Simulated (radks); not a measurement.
The numbers below are computed, except where a source is named.
Nd25+, 35 electrons, occupied as [Ar] 3d10 4s2 4p5. Code: a radial shooting solver on a logarithmic mesh with Libxc functionals. Model: non-relativistic Kohn-Sham, LDA (Slater exchange, Perdew-Wang correlation), spin-unpolarised, spherical densities, point nucleus; relativity is left out, which matters for an element this heavy.

X-ray form factor f0, the Fourier transform of the density (f0(0) = 35):

sin(theta)/lambda (1/angstrom),f0 (electrons)
0.05,34.925
0.1,34.702
0.15,34.337
0.2,33.838
0.25,33.219
0.3,32.492
0.4,30.785
0.5,28.855
0.6,26.838
0.8,22.960
1,19.665
1.25,16.427
1.5,13.856
2,9.818
